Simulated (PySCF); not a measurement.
Rigid-rotor lines calculated for a species of formula H8OSeSi3 (commonest isotopes; PBE0-D3(BJ)/def2-SVP geometry optimisation, gas phase (PySCF)), labelled J(Ka,Kc):

| transition | MHz |
| --- | --- |
| 2(1,2) ← 1(1,1) | 3066.6 |
| 2(1,1) ← 1(1,0) | 4013.5 |
| 1(0,1) ← 0(0,0) | 1770.0 |
| 2(0,2) ← 1(0,1) | 3208.4 |
| 1(1,1) ← 0(0,0) | 1957.3 |

Task: Find the rotational constants.

Result: 1(0,1) ← 0(0,0) is B + C, 2(1,1) ← 1(1,0) is 3B + C and 2(1,2) ← 1(1,1) is B + 3C, so B − C is half the difference of the last two, 473.5 MHz. 1(1,1) ← 0(0,0) is A + C. A = 1309.1, B = 1121.7, C = 648.3 MHz.

Task: What moments of inertia, asymmetry and inertial defect follow?

Result: I = 505379 MHz·u·Å² over each constant: Ia = 386.07, Ib = 450.53, Ic = 779.57 u·Å²; κ = (2B − A − C)/(A − C) = 0.433 (asymmetric top); Δ = Ic − Ia − Ib = -57.03 u·Å².

Task: Which dipole components do these lines need?

Result: μa and μb (a-type: ΔKa even, ΔKc odd; b-type: both odd). The calculation gives |μa| = 0.24 D, |μb| = 0.29 D, |μc| = 0.37 D.

Task: Predict further lines from these constants: 2(1,1) ← 2(1,2); 2(2,0) ← 2(2,1); 1(1,0) ← 0(0,0); 2(1,2) ← 1(0,1); 1(1,0) ← 1(0,1); 2(2,1) ← 1(1,1); 2(2,1) ← 1(1,0); 1(1,0) ← 1(1,1); 2(2,1) ← 2(1,2); 2(2,0) ← 1(1,0).

Result: 
```csv
transition,MHz,type,branch
"2(2,0) ← 2(2,1)",332,a,Q
"1(1,0) ← 1(1,1)",473,a,Q
"1(1,0) ← 1(0,1)",661,b,Q
"2(1,1) ← 2(1,2)",1420,a,Q
"2(2,1) ← 2(1,2)",1982,b,Q
"1(1,0) ← 0(0,0)",2431,c,R
"2(1,2) ← 1(0,1)",3254,b,R
"2(2,1) ← 1(1,0)",4575,b,R
"2(2,0) ← 1(1,0)",4907,c,R
"2(2,1) ← 1(1,1)",5049,c,R
```

Task: Which structure gave them?

Result: `[SeH][Si@H]([SiH3])O[SiH3]`, point group C1. Three constants can't fix a structure by themselves; this is the one that was computed:
```xyz
13
H8OSeSi3 angstrom
Si     2.486    0.150   -0.718
O      0.906    0.636   -0.493
Si    -0.392    0.218    0.456
Si    -2.343    0.562   -0.781
Se    -0.296   -1.965    1.137
H      2.528   -1.171   -1.410
H      3.146    1.179   -1.568
H      3.198    0.045    0.591
H     -0.351    0.965    1.749
H     -3.532    0.336    0.095
H     -2.366   -0.430   -1.901
H     -2.400    1.943   -1.350
H     -0.577   -2.485   -0.211
```

The values belong to one conformer (point group C1) with, in the numbering `[SiH3:1][O:2][Si@@H:3]([SiH3:4])[SeH:5]`, Si1–O2–Si3–Si4 -147°, O2–Si3–Se5–H -71°. No frequency check. Zero-point vibration and centrifugal distortion are left out. A rigid rotor knows nothing of internal rotation, which can split or shift real lines.
